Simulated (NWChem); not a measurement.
**Atomisation of selenophene (C$_{4}$H$_{4}$Se)**

```
C
C 1 1.3780
H 2 1.0973 1 127.86
H 1 1.1002 2 122.30 3 0.00
C 1 1.4343 4 122.91 2 180.00
C 5 1.3780 1 114.79 4 180.00
H 6 1.0973 5 127.86 1 180.00
H 5 1.1002 6 122.30 7 0.00
Se 2 1.8715 3 120.71 1 180.00
```
Charge 0, spin multiplicity 1.

All runs are NWChem calculations. Structure: optimised with PBE/def2-SVP, a minimum by its harmonic frequencies.

Basis set: def2-TZVP. The atomisation energy is electronic alone: no zero-point, thermal, spin-orbit or counterpoise terms. No value is extrapolated to the basis-set limit. Free atoms are single determinants with multiplicities C 3, Se 3, H 2.

The Hamiltonian is non-relativistic. B3LYP has NWChem's definition, with VWN1-RPA local correlation. No SCF solution was tested for a lower state.

Problem. Order these methods by the atomisation energy they give, lowest first: PBE0, BP86, B3LYP, PBE.

Solution. B3LYP (930.1 kcal/mol), PBE0 (950.8 kcal/mol), BP86 (972.4 kcal/mol), PBE (973.5 kcal/mol)
